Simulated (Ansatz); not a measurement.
Harmonic frequencies (cm⁻¹) at PBE0-D4/def2-TZVP from Ansatz: 79, 191, 216, 415, 458, 557, 695, 697, 960, 970, 1039, 1200, 1254, 1403, 1455, 1489, 1492, 1841, 1867, 3029, 3074, 3096, 3108, 3135.

(1) Which molecule is it?
A. `[CH2]SSC`•
B. `C[CH2][SnH2]`•
C. `CN(C)[B]F`•
D. `[CH2][SiH](O)O`•

## Answers

(1) B.
